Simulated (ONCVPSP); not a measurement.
# Building the ONCV potential for magnesium (PBEsol, scalar-relativistic).

```json
{
 "Element": "Mg",
 "Generator": "ONCVPSP 4.0.1",
 "Type": "optimised norm-conserving Vanderbilt (ONCV)",
 "Functional": "PBEsol",
 "Relativity": "scalar-relativistic",
 "Frozen core": "[He]",
 "Valence charge": "10",
 "Reference configuration": "2s2 2p6 3s1 3p1",
 "Partial waves": "2s+3s: rc 0.95 bohr, ncon 4, nbas 7, qcut 12.9 1/bohr, 3 projectors, debl 3.4 Ha; 2p+3p: rc 1.30 bohr, ncon 3, nbas 6, qcut 8.5 1/bohr, 2 projectors; d scattering state at 0.06 Ha: rc 1.40 bohr, ncon 4, nbas 8, qcut 8.2 1/bohr, 1 projector",
 "Local potential": "polynomial inside 0.60 bohr (lpopt 5, dvloc0 1 Ha)",
 "Core correction": "polynomial model core, fcfact 0.6"
}
```

All-electron outer shells of the reference configuration (PBEsol, scalar-relativistic, ld1.x):

```csv
shell,level (eV),outermost node (bohr),outermost maximum (bohr)
1s,-1258.76,–,0.09
2s,-81.67,0.18,0.55
2p,-48.62,–,0.48
3s,-5.62,0.90,2.50
3p,-2.06,0.95,3.37
```

Results:

| Property | Result |
| --- | --- |
| Cutoffs needed | 52 Ha and 73 Ha (the cutoffs (Ha) at which the residual kinetic energy of the hardest occupied pseudo-wave falls to 1 and 0.1 mHa per electron) |
| Ghost test | no bound ghost flagged; no localised positive-energy state flagged |
| Largest excitation error | -1.3 meV (all-electron minus pseudo) for 2s2 2p6 3s0 3p0, out of 4 test configurations |
| rms error of d²Exc/dni dnj | 1.54 mHa without and 1.28 mHa with the model core |

Generation and tests took about 3.6 s on one core of a shared server CPU.
